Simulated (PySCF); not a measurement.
# What a mistake does to a calculation on C2H6Si2

Calculated results; nothing here was measured. The program is PySCF 2.14.0, an open-source quantum chemistry code, run on an isolated molecule that a program drew, which may never have been made. The molecule is C2H6Si2 (charge 0, singlet), drawn as the SMILES string `C=[SiH]C[SiH]`.

Each row is a Hartree-Fock (HF) and frozen-core CCSD(T) single point in the cc-pV(D+d)Z basis, meant for a local HF minimum. Run 1 is clean. Each other run has one planted mistake out of seven kinds, and not every kind appears here: one electron removed, one electron added, multiplicity raised by two, geometry at a saddle point, minimal basis STO-3G, one bond length entered in bohr, all coordinates scaled. The reference is restricted for singlets and unrestricted otherwise, and also for a bond in bohr. Adding or removing an electron swaps singlet and doublet. Electrons count all cores. HOMO and LUMO are orbital energies over both spins, the gradient is its largest component, and the lowest frequency (negative if imaginary) is given only where the gradient is small. Bond lengths are over the 9 bonds as drawn. T1 is the CCSD diagnostic: over 0.02 (restricted) or 0.045 (unrestricted) a single reference is doubtful.

Geometry of the clean run:
```xyz
10
C2H6Si2, angstrom
C    -1.4360    2.1984    1.8115
Si   -0.0221    2.0428    0.8819
C     0.6015    0.3629    0.3355
Si   -1.0064   -0.3529   -0.4335
H    -1.8766    3.1646    2.0326
H    -1.9102    1.3538    2.2990
H     0.5908    3.2134    0.2330
H     0.9988   -0.1994    1.1827
H     1.3825    0.5169   -0.4129
H    -1.5444   -0.9493    0.8503
```

```
run  electrons  basis functions  <S^2>  HOMO (eV)  LUMO (eV)  gradient (hartree/bohr)  lowest frequency (cm^-1)  mean bond (Å)  longest bond (Å)      T1  HF (hartree)  CCSD(T) (hartree)                          mistake
  1         46              104  0.000      -8.56       0.97                  2.4e-05                        68         1.4259             1.921  0.0148    -656.99469         -657.53774                         no fault
  2         46              104  2.244      -7.49       0.26                  3.2e-02                         -         1.4259             1.921  0.0380    -656.95837         -657.47524       multiplicity raised by two
  3         46              104  1.230      -7.88       1.07                  3.1e-02                         -         1.5338             2.063  0.0650    -656.88149         -657.40978  one bond length entered in bohr
  4         46              104  0.000      -8.05       0.58                  4.9e-02                         -         1.5528             2.092  0.0165    -656.93394         -657.49672                                ?
```

**Which mistake was planted in run 4, and what did it cost?**

The mean and the longest bond both change by the same factor, 1.089, and the gradient is no longer small. So the mistake is: all coordinates scaled. Subtracting run 1 and multiplying by 627.51 kcal/mol a hartree, the energy moved by 38.1 kcal/mol in HF and 25.7 kcal/mol in CCSD(T).

Cautions from the logs. Run 3: T1 is over the limit, so its CCSD(T) energy is less reliable.
